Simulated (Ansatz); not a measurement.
Input (CCSDT(Q)/def2-SVP; Ansatz, a first-principles code):

Ansatz 0.2 input:
```yaml
crystal:
  periodic: [false, false, false]
  atoms:
    - {symbol: Cd, position_ang: [0.00000000, 0.00000000, 0.00000000]}
    - {symbol: Cl, position_ang: [0.00000000, 0.00000000, 2.31670480]}
    - {symbol: Cl, position_ang: [-0.00000000, -0.00000000, -2.31670480]}
basis:
  gaussian:
    orbitals: def2-SVP
total_charge: 1
magnetization: {spin_polarized: true, initial_magnetization: 1}
correlation: {method: ccsdt_q, electrons: outside_noble_gas}
```

Output:

```
mean field evaluation 320: about -29528.1444 eV, gradient 2.0e-1 eV
mean field evaluation 352: about -29528.1399 eV, gradient 1.9e-3 eV
mean field evaluation 384: about -29528.1394 eV, gradient 7.0e-1 eV
mean field evaluation 416: about -29528.1399 eV, gradient 6.9e-3 eV
mean field evaluation 448: about -29528.0071 eV, gradient 6.7e-1 eV
mean field evaluation 480: about -29530.8880 eV, gradient 1.2e0 eV
mean field evaluation 512: about -29530.3935 eV, gradient 6.2e-3 eV
mean field evaluation 544: about -29527.9417 eV, gradient 3.3e0 eV
mean field evaluation 576: about -29527.3365 eV, gradient 8.7e0 eV
mean field evaluation 608: about -29530.3935 eV, gradient 3.4e-2 eV
mean field evaluation 640: about -29529.1751 eV, gradient 3.3e-3 eV
mean field evaluation 672: about -29530.8645 eV, gradient 1.4e0 eV
mean field evaluation 704: about -29530.9191 eV, gradient 2.7e-4 eV
mean field evaluation 736: about -29529.1750 eV, gradient 2.6e-2 eV
mean field evaluation 768: about -29530.3823 eV, gradient 1.2e-6 eV
mean field evaluation 800: about -29529.0956 eV, gradient 2.7e0 eV
mean field evaluation 832: about -29525.1752 eV, gradient 1.9e1 eV
mean field evaluation 864: about -29531.6240 eV, gradient 4.2e-3 eV
mean field evaluation 896: about -29528.1453 eV, gradient 3.0e-2 eV
mean field evaluation 928: about -29527.6954 eV, gradient 8.0e0 eV
mean field evaluation 960: about -29528.0194 eV, gradient 6.5e-2 eV
mean field evaluation 992: about -29528.1453 eV, gradient 3.6e-4 eV
mean field -29531.62404693 eV, -1085.2671664708 hartree, gradient 3.0e-6 eV, S^2 0.756625; 19 other end points of the search recorded, 0 dependent functions left out
determinant -29531.62404693 eV, -1085.2671664708 hartree, with singles and doubles -29545.94019916 eV, -1085.7932753615 hartree
determinant -29530.91907732 eV, -1085.2412593155 hartree, with singles and doubles -29545.88281368 eV, -1085.7911664842 hartree
determinant -29530.47132381 eV, -1085.2248046778 hartree, with singles and doubles -29544.89162554 eV, -1085.7547409916 hartree
determinant -29530.39354950 eV, -1085.2219465243 hartree, with singles and doubles -29545.44685185 eV, -1085.7751451824 hartree
determinant -29530.38234865 eV, -1085.2215349007 hartree, with singles and doubles -29545.00455152 eV, -1085.7588909451 hartree
determinant -29529.17506256 eV, -1085.1771679552 hartree, with singles and doubles -29544.05603800 eV, -1085.7240337162 hartree
determinant -29528.14526375 eV, -1085.1393235471 hartree, with singles and doubles -29542.16100948 eV, -1085.6543927026 hartree
determinant -29528.13993059 eV, -1085.1391275570 hartree, with singles and doubles -29542.15541307 eV, -1085.6541870383 hartree
determinant -29531.62404693 eV, -1085.2671664708 hartree, with singles and doubles -29545.95719412 eV, -1085.7938999150 hartree
determinant -29530.91907732 eV, -1085.2412593155 hartree, with singles and doubles -29545.88882388 eV, -1085.7913873547 hartree
determinant -29530.39354950 eV, -1085.2219465243 hartree, with singles and doubles -29545.45560415 eV, -1085.7754668232 hartree
14 core orbitals not correlated
reference -29531.62404693 eV, -1085.2671664708 hartree; 13, 12 occupied and 40, 41 virtual orbitals, 1113 factors
second order -13.78121469 eV of doubles, -0.00000000 eV of singles
coupled cluster: 6.93 GiB planned
cycle   1  -14.00123276 eV  change   -2.2e-1 eV  update   9.8e-2
cycle   2  -14.36638694 eV  change   -3.7e-1 eV  update   4.9e-2
cycle   3  -14.61342348 eV  change   -2.5e-1 eV  update   3.6e-2
cycle   4  -14.63194703 eV  change   -1.9e-2 eV  update   1.8e-2
cycle   5  -14.60788145 eV  change    2.4e-2 eV  update   2.0e-2
cycle   6  -14.61059350 eV  change   -2.7e-3 eV  update   1.6e-2
cycle   7  -14.61946706 eV  change   -8.9e-3 eV  update   1.7e-2
cycle   8  -14.64274092 eV  change   -2.3e-2 eV  update   1.6e-2
cycle   9  -14.69856157 eV  change   -5.6e-2 eV  update   1.5e-2
cycle  10  -14.74009318 eV  change   -4.2e-2 eV  update   1.1e-2
cycle  11  -14.72963252 eV  change    1.0e-2 eV  update   7.4e-3
cycle  12  -14.73938354 eV  change   -9.8e-3 eV  update   3.8e-3
cycle  13  -14.74432204 eV  change   -4.9e-3 eV  update   1.5e-3
cycle  14  -14.73999677 eV  change    4.3e-3 eV  update   9.6e-4
cycle  15  -14.74311280 eV  change   -3.1e-3 eV  update   7.8e-4
cycle  16  -14.74408197 eV  change   -9.7e-4 eV  update   5.7e-4
cycle  17  -14.74340581 eV  change    6.8e-4 eV  update   2.9e-4
cycle  18  -14.74357839 eV  change   -1.7e-4 eV  update   1.8e-4
cycle  19  -14.74351230 eV  change    6.6e-5 eV  update   9.3e-5
cycle  20  -14.74352634 eV  change   -1.4e-5 eV  update   5.6e-5
cycle  21  -14.74352449 eV  change    1.9e-6 eV  update   3.2e-5
cycle  22  -14.74352291 eV  change    1.6e-6 eV  update   1.6e-5
cycle  23  -14.74351585 eV  change    7.1e-6 eV  update   1.3e-5
cycle  24  -14.74351718 eV  change   -1.3e-6 eV  update   1.0e-5
cycle  25  -14.74350893 eV  change    8.3e-6 eV  update   4.8e-6
cycle  26  -14.74350194 eV  change    7.0e-6 eV  update   2.7e-6
cycle  27  -14.74350236 eV  change   -4.3e-7 eV  update   1.8e-6
cycle  28  -14.74350378 eV  change   -1.4e-6 eV  update   1.1e-6
cycle  29  -14.74350321 eV  change    5.8e-7 eV  update   9.8e-7
coupled cluster: 6.93 GiB planned
perturbative correction -0.11084919 eV, -0.0040736327 hartree
Total energy: -29546.47839932 eV, -1085.8130538528 hartree
```
